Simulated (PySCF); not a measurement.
# HInS, singlet: data card

Method: PySCF, PBE0, basis In def2-TZVP with ECP28, S def2-TZVP, H def2-TZVP (scalar-relativistic core potentials, no spin–orbit coupling, density fitting).

The structure is a minimum.

Coordinates in bohr (charge 0 multiplicity 1):
```
In    0.0000    0.0000    0.8679
S     0.0000    0.0000   -3.2466
H     0.0000    0.0000    4.0363
```

```
Point group                                                                   : C∞v
Bond lengths                                                                  : In–H 1.677 Å, In–S 2.177 Å
Bond angles                                                                   : H–In–S 180.0°
Dipole moment                                                                 : 4.29 D
Zero-point energy                                                             : 19.8 kJ/mol
Atomisation energy without zero-point energy                                  : 584 kJ/mol
Lowest empty level                                                            : -1.62 eV
Enthalpy at 298.15 K above 0 K                                                : 10.71 kJ/mol
Heat capacity Cp at 298.15 K                                                  : 46.0 J/(mol K)
Rotational symmetry number                                                    : 1
Highest occupied level                                                        : -6.83 eV
Principal polarisabilities                                                    : 42.5, 42.5, 85.2 bohr³
Rotational constants                                                          : 0.1368 cm⁻¹
Principal quadrupole moments (Buckingham, traceless) about the centre of mass : -5.39, 2.69, 2.69 D Å
Entropy at 298.15 K and 1 bar                                                 : 250.1 J/(mol K)
```

Harmonic modes (masses in u: In 114.904, S 31.972, H 1.008):
| symmetry | ω (cm⁻¹) | IR (km/mol, summed over degenerate members) | μ (u) | type |
| --- | --- | --- | --- | --- |
| π | 437 | 21.8 | 1.05 | bend |
| σ+ | 498 | 20.4 | 33.85 | stretch |
| σ+ | 1930 | 127 | 1.02 | stretch |

In C∞v the vibrations span π + 2σ+.

Charges (e):
```json
{"atom": "In1", "Mulliken": "0.45", "Löwdin": "0.08", "polar tensor": "0.74", "Mayer order to In1": "–"}
{"atom": "S2", "Mulliken": "-0.45", "Löwdin": "-0.02", "polar tensor": "-0.57", "Mayer order to In1": "2.12"}
{"atom": "H3", "Mulliken": "0.00", "Löwdin": "-0.06", "polar tensor": "-0.18", "Mayer order to In1": "0.91"}
```

Mulliken populations on In1 (electrons outside its core potential): s 3.25, p 7.19, d 10.06, f 0.05.

Counting electrons, indium keeps none of its valence electrons outside its bonds, so the VSEPR class is AX2 and the expected shape is linear; with unlike ligands the computed point group is C∞v.

Other isomers or separated fragments may lie lower.

The final relaxation and frequency run took of the order of 110 core-seconds on a shared host.
